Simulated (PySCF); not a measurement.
A structure optimised at PBE-D3(BJ)/def2-SVP, used in a PySCF frequency run:

```xyz
12

C      1.3301     0.1966     0.0000
C      0.4032    -0.1641    -1.2049
Si    -1.0626     0.0595     0.0000
C      0.4032    -0.1641     1.2049
H      2.3175    -0.3141     0.0000
H      1.5350     1.2882     0.0000
H      0.5129    -1.2312    -1.4910
H      0.5085     0.4541    -2.1169
H     -1.6277     1.4568     0.0000
H     -2.2101    -0.9198     0.0000
H      0.5129    -1.2312     1.4910
H      0.5085     0.4541     2.1169
```

Task: Write its SMILES, formula and point group.

Result: C1C[SiH2]C1, C3H8Si, Cs

Task: What are its rotational constants (standard atomic weights)?

Result: 8.7381, 6.1123, 4.1552 GHz
